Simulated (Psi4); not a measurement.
C₂H₃O (SMILES C[C]=O), doublet, geometry from GFN2-xTB; B3LYP5/def2-SVP (Psi4).

The Psi4 input:
```
memory 2 GB

molecule mol {
0 2
  C    -0.982806   -0.640317    0.009182
  C     0.008928    0.456806    0.003562
  H    -0.514694   -1.629554   -0.005653
  H    -1.602347   -0.538696    0.898221
  H    -1.628027   -0.524487   -0.859623
  O     1.198543    0.474226   -0.013676
}

set basis def2-svp
set reference uks
set scf_type pk
set puream true
set d_convergence 1e-8
set dft_radial_points 99
set dft_spherical_points 590

energy('b3lyp5')
print_variables()
```

The log (banner, timings and long lists left out):

```
   => Loading Basis Set <=

    Name: DEF2-SVP
    Role: ORBITAL
    Keyword: BASIS

         ---------------------------------------------------------
                                   SCF
               by Justin Turney, Rob Parrish, Andy Simmonett
                          and Daniel G. A. Smith
                              UKS Reference
         ---------------------------------------------------------

  ==> Geometry <==

    Molecular point group: c1
    Full point group: C1

    Geometry (in Angstrom), charge = 0, multiplicity = 2:

       Center              X                  Y                   Z               Mass
    ------------   -----------------  -----------------  -----------------  -----------------
         C           -1.069040833511    -0.702366385023     0.009940179394    12.000000000000
         C           -0.077306833511     0.394756614977     0.004320179394    12.000000000000
         H           -0.600928833511    -1.691603385023    -0.004894820606     1.007825032230
         H           -1.688581833511    -0.600745385023     0.898979179394     1.007825032230
         H           -1.714261833511    -0.586536385023    -0.858864820606     1.007825032230
         O            1.112308166489     0.412176614977    -0.012917820606    15.994914619570

  Running in c1 symmetry.

  Rotational constants: A =      3.04552  B =      0.32758  C =      0.31287 [cm^-1]
  Rotational constants: A =  91302.35452  B =   9820.74019  C =   9379.62037 [MHz]
  Nuclear repulsion =   63.012454857780654

  Charge       = 0
  Multiplicity = 2
  Electrons    = 23
  Nalpha       = 12
  Nbeta        = 11

  ==> Algorithm <==

  SCF Algorithm Type is PK.
  DIIS enabled.
  MOM disabled.
  Fractional occupation disabled.
  Guess Type is SAD.
  Energy threshold   = 1.00e-06
  Density threshold  = 1.00e-08
  Integral threshold = 1.00e-12

  ==> Primary Basis <==

  Basis Set: DEF2-SVP
    Blend: DEF2-SVP
    Number of shells: 27
    Number of basis functions: 57
    Number of Cartesian functions: 60
    Spherical Harmonics?: true
    Max angular momentum: 2

  ==> DFT Potential <==

   => LibXC <=

    Version 7.1.2
    S. Lehtola, C. Steigemann, M. J. T. Oliveira, and M. A. L. Marques,  SoftwareX 7, 1–5 (2018) (10.1016/j.softx.2017.11.002)

   => Composite Functional: B3LYP5 <=

    B3LYP5 Hyb-GGA Exchange-Correlation Functional

    P. J. Stephens, F. J. Devlin, C. F. Chabalowski, and M. J. Frisch,  J. Phys. Chem. 98, 11623 (1994) (10.1021/j100096a001)

[...]
      Ntotal   =   23.0000001342 ; deviation = 1.342e-07

   @Spin Contamination Metric:   2.285780801E-03
   @S^2 Expected:                7.500000000E-01
   @S^2 Observed:                7.522857808E-01
   @S   Expected:                5.000000000E-01
   @S   Observed:                5.000000000E-01

    Orbital Energies [Eh]
    ---------------------

    Alpha Occupied:

[...]
    Alpha Virtual:

[...]
    Beta Occupied:

[...]
    Beta Virtual:

[...]
      57A      3.608519

    Final Occupation by Irrep:
              A
    DOCC [    11 ]
    SOCC [     1 ]
    NA   [    12 ]
    NB   [    11 ]

  @UKS Final Energy:  -152.98147184042799

   => Energetics <=

    Nuclear Repulsion Energy =             63.0124548577806536
    One-Electron Energy =                -331.7207029103512923
    Two-Electron Energy =                 132.2018397319531289
    DFT Exchange-Correlation Energy =     -16.4750635198104760
    Empirical Dispersion Energy =           0.0000000000000000
    VV10 Nonlocal Energy =                  0.0000000000000000
    Total Energy =                       -152.9814718404279859

  UHF NO Occupations:
  HONO-2 :   10  A 1.9998152
  HONO-1 :   11  A 1.9993018
  HONO-0 :   12  A 1.0000000
  LUNO+0 :   13  A 0.0006982
  LUNO+1 :   14  A 0.0001848
  LUNO+2 :   15  A 0.0001534
  LUNO+3 :   16  A 0.0000497

Computation Completed

Properties will be evaluated at   0.000000,   0.000000,   0.000000 [a0]

Properties computed using the SCF density matrix

 Multipole Moments:

 ------------------------------------------------------------------------------------
     Multipole            Electronic (a.u.)      Nuclear  (a.u.)        Total (a.u.)
 ------------------------------------------------------------------------------------

 L = 1.  Multiply by 2.5417464519 to convert [e a0] to [Debye]
 Dipole X            :          2.9189627           -3.7480699           -0.8291072
 Dipole Y            :          2.1526105           -2.6968865           -0.5442760
 Dipole Z            :         -0.0252424            0.0329552            0.0077128
 Magnitude           :                                                    0.9918239

 ------------------------------------------------------------------------------------

  Variable Map:
  ----------------------------------------------------------------------------
[...]
  Array Variable Map:
  ----------------------------------------------------------------------------
[...]
[...]
```
